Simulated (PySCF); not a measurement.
iodine (I₂), singlet, at a GFN2-xTB geometry (core potentials on I). Base run: PySCF with PBE0/def2-SVPD, polarisability.

Here is a job for PySCF.
```python
from pyscf import gto, scf, dft
from pyscf.prop import polarizability

mol = gto.Mole()
mol.atom = '''
    I    -0.00000000   -0.00000000   -1.33192123
    I     0.00000000    0.00000000    1.33192123
'''
mol.basis = 'def2-svpd'
mol.ecp = {'I': 'def2-svpd'}
mol.verbose = 4
mol.build()

mf = dft.RKS(mol)
mf.xc = 'pbe0'
mf.kernel()
alpha = mf.Polarizability().polarizability()[2, 2]
print('alpha_zz =', alpha)
```

Each row names what was changed in the base input (with any setting that the change needs).

```csv
change,alpha_zz (bohr³),basis functions
base,96.69,70
finite field (a.u.) = 0.02; conv_tol = 1e-11,97.31,70
finite field (a.u.) = 2e-4; conv_tol = 1e-11,96.69,70
finite field (a.u.) = 0.001; conv_tol = 1e-6,96.70,70
functional = pbe,97.57,70
basis = def2-TZVP,90.16,100
basis = def2-TZVPD,97.80,118
finite field (a.u.) = 0.005; conv_tol = 1e-11,96.73,70
basis = STO-3G,?,?
finite field (a.u.) = 2e-4; conv_tol = 1e-6,96.77,70
basis = def2-SVP,78.86,52
"functional = lda,vwn",?,70
```

**Question.** Some entries are withheld; supply them.

**Answer.** 
- basis = STO-3G, alpha_zz (bohr³): 49.32
- basis = STO-3G, basis functions: 54
- functional = lda,vwn, alpha_zz (bohr³): 96.85

Finite-field rows take the second difference of the energy in a field along z; a small field with loose convergence shows SCF noise divided by the square of the field, and a large one adds hyperpolarisability.
